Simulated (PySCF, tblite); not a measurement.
Isomers of C4H13FSi2, one GFN2-xTB conformer each. Single-point energies are computed at PBE0/pcSseg-1 (PySCF, gas phase, no added dispersion term), electronic only.

**Question.** Rank them by PBE0/pcSseg-1 energy, lowest first (kJ/mol).
A. `[F:1][CH2:2][CH2:3][CH2:4][CH:5]([SiH3:6])[SiH3:7]` with F1–C2–C3–C4 66°, C2–C3–C4–C5 -179°, C3–C4–C5–Si6 -66°
B. `[CH3:1][CH2:2][Si@@H:3]([CH2:4][F:5])[CH2:6][SiH3:7]` with C1–C2–Si3–C4 -33°, C2–Si3–C4–F5 -179°, C2–Si3–C6–Si7 -48°
C. `[CH3:1][SiH2:2][CH2:3][C@@H:4]([SiH3:5])[CH2:6][F:7]` with C1–Si2–C3–C4 48°, Si2–C3–C4–Si5 65°, C3–C4–C6–F7 -72°

**Answer.** B (0.0), C (15.1), A (46.0).

GFN2-xTB itself gives, in the same order: 50.8, 17.4, 0.0. GFN2-xTB puts FCCCC([SiH3])[SiH3] lowest instead; measured from each level's own lowest isomer, the values differ by up to 50.8 kJ/mol (CC[Si@@H](CF)C[SiH3]: 50.8 against 0.0).

**Question.** Which frontier levels, dipoles and rotational constants go with these structures?

**Answer.** 
```csv
SMILES,"HOMO (eV, PBE0/pcSseg-1)",LUMO (eV),dipole (D),"A, B, C (MHz)"
CC[Si@@H](CF)C[SiH3],-8.10,0.68,1.98,"1540, 1286, 897.3"
C[SiH2]C[C@@H]([SiH3])CF,-8.32,0.70,2.08,"2566, 919.4, 808.2"
FCCCC([SiH3])[SiH3],-8.28,0.48,1.37,"2324, 877.1, 701.5"
```

**Question.** What happens when harmonic zero-point energies from GFN2-xTB frequencies are added?

**Answer.** 
```json
{"SMILES": "CC[Si@@H](CF)C[SiH3]", "ZPE (kJ/mol)": "403.5", "electronic (kJ/mol)": "0.0", "with ZPE (kJ/mol)": "0.0"}
{"SMILES": "C[SiH2]C[C@@H]([SiH3])CF", "ZPE (kJ/mol)": "398.3", "electronic (kJ/mol)": "15.1", "with ZPE (kJ/mol)": "10.0"}
{"SMILES": "FCCCC([SiH3])[SiH3]", "ZPE (kJ/mol)": "396.1", "electronic (kJ/mol)": "46.0", "with ZPE (kJ/mol)": "38.7"}
```

The zero-point energies span 7.4 kJ/mol. The order is unchanged.
